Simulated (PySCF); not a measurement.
SMILES [Cl][AlH][O][SiH3], B3LYP/def2-SVP optimised geometry.

```
8

Al    -1.36     1.37     0.18
Cl    -2.46     1.82     1.91
H     -1.16     2.46    -0.93
O     -0.69    -0.17     0.00
Si    -0.14    -1.73     0.00
H     -0.62    -2.44    -1.22
H     -0.62    -2.46     1.21
H      1.36    -1.73     0.00
```

Density from PySCF with B3LYP/def2-TZVP at that geometry.

Minimum of the electron density along straight lines between bonded atoms, close to the bond critical point (lines longer than 1.1 times the sum of covalent radii, or with two minima, are not listed):

| bond | length / Å | ρ at the minimum / e bohr⁻³ | ∇²ρ there / e bohr⁻⁵ | position (fraction from the first atom) |
|---|---|---|---|---|
| Al1–Cl2 | 2.105 | 0.074 | 0.29 | 0.38 |
| Al1–H3 | 1.564 | 0.087 | 0.21 | 0.51 |
| Al1–O4 | 1.690 | 0.108 | 0.81 | 0.43 |
| O4–Si5 | 1.656 | 0.130 | 0.79 | 0.59 |
| Si5–H6 | 1.492 | 0.122 | 0.14 | 0.49 |
| Si5–H7 | 1.492 | 0.122 | 0.14 | 0.49 |
| Si5–H8 | 1.492 | 0.122 | 0.14 | 0.49 |
